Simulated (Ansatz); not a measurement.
The cluster Cs₃H₄⁻. Charge -1, multiplicity 1. Geometry PBE-D4/def2-TZVPD.

```xyz
7

Cs   -5.109    0.095    0.490
Cs   -0.035    0.089    0.532
Cs    5.004    0.187    1.131
H    -0.198   -0.491   -2.795
H    -2.601    0.275    1.538
H     2.380    0.311    1.854
H     0.559   -0.467   -2.750
```

In the def2 sets Cs takes a core potential; there is no spin–orbit coupling. The restricted singlet is unstable towards broken spin symmetry at other levels; at PBE-D4/def2-TZVPD, r2SCAN-D4/def2-TZVPD, PBE0-D4/def2-TZVPD, ωB97M-V/def2-TZVPD this wasn't settled. At PBE-D4/def2-TZVPD, r2SCAN-D4/def2-TZVPD, PBE0-D4/def2-TZVPD the highest occupied level of the charge -1 singlet lies above zero (up to 0.34 eV). The electron is either unbound and held by the finite basis, or the level is raised by self-interaction error. In the singlet, H4 and H7 lie 0.76 Å apart (atoms count from 1), so H2 has formed as a molecule. The geometry of the singlet was relaxed on an unsound state (restricted singlet, unstable towards broken spin symmetry at other levels and untested here). Another isomer (singlet) lies 0.32 eV lower at PBE0-D4/def2-TZVPD; other spin states weren't run for this one.

Q: Estimate the orbital energies around the gap (eV) in Ansatz with PBE-D4/def2-TZVPD, r2SCAN-D4/def2-TZVPD, PBE0-D4/def2-TZVPD, ωB97M-V/def2-TZVPD.

A: 
| orbital | PBE-D4/def2-TZVPD | r2SCAN-D4/def2-TZVPD | PBE0-D4/def2-TZVPD | ωB97M-V/def2-TZVPD |
| --- | --- | --- | --- | --- |
| HOMO−5 | -10.19 | -10.75 | -11.70 | -13.95 |
| HOMO−4 | -9.88 | -10.42 | -11.39 | -13.67 |
| HOMO−3 | -8.75 | -9.35 | -10.45 | -12.88 |
| HOMO−2 | -1.61 | -1.84 | -2.68 | -4.76 |
| HOMO−1 | -1.27 | -1.51 | -2.31 | -4.34 |
| HOMO | 0.34 | 0.34 | 0.18 | -0.11 |
| LUMO | 0.37 | 0.36 | 0.49 | 1.05 |
| LUMO+1 | 0.97 | 0.99 | 1.21 | 1.86 |
| LUMO+2 | 0.99 | 1.02 | 1.23 | 1.89 |
| LUMO+3 | 1.06 | 1.07 | 1.27 | 1.93 |
| LUMO+4 | 1.12 | 1.11 | 1.32 | 1.97 |
| LUMO+5 | 1.25 | 1.36 | 1.51 | 2.03 |
